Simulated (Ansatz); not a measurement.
One change: `[NH2][AlH][SiH](F)[SiH3]` becomes `N[SiH2][SiH](F)[SiH3]`.

Ansatz, PBE0-D4/def2-TZVP geometries, multiplicity 1. Each molecule was computed in one conformer, which needn't be the lowest.

```
                                        property  `[NH2][AlH][SiH](F)[SiH3]`
            HOMO–LUMO gap (PBE0/def2-TZVPP) / eV                        5.87
size of the dipole moment (B3LYP/def2-TZVPP) / D                        1.51
           HOMO–LUMO gap (B3LYP/def2-TZVPP) / eV                        5.52
             HOMO–LUMO gap (PBE/def2-TZVPP) / eV                        4.06
               HOMO energy (PBE/def2-TZVPP) / eV                       -6.18
             HOMO energy (B3LYP/def2-TZVPP) / eV                       -7.08
```

Give the same properties after the change, and the shifts. (Estimate.)

The calculation gave: 
| property | `N[SiH2][SiH](F)[SiH3]` | shift |
| --- | --- | --- |
| HOMO–LUMO gap (PBE0/def2-TZVPP) / eV | 6.03 | 0.16 |
| size of the dipole moment (B3LYP/def2-TZVPP) / D | 1.31 | -0.20 |
| HOMO–LUMO gap (B3LYP/def2-TZVPP) / eV | 5.67 | 0.15 |
| HOMO–LUMO gap (PBE/def2-TZVPP) / eV | 4.01 | -0.05 |
| HOMO energy (PBE/def2-TZVPP) / eV | -5.77 | 0.41 |
| HOMO energy (B3LYP/def2-TZVPP) / eV | -6.77 | 0.31 |

With PBE0 the HOMO rises by 0.31 eV and the LUMO rises by 0.46 eV, so the gap widens by about 0.15 eV. PBE moves the HOMO by 0.41 eV and ωB97M-V by 0.20 eV. Dipoles are sizes alone; their direction can turn.

B3LYP here is the variant with VWN-RPA as its local correlation; programs differ in this.
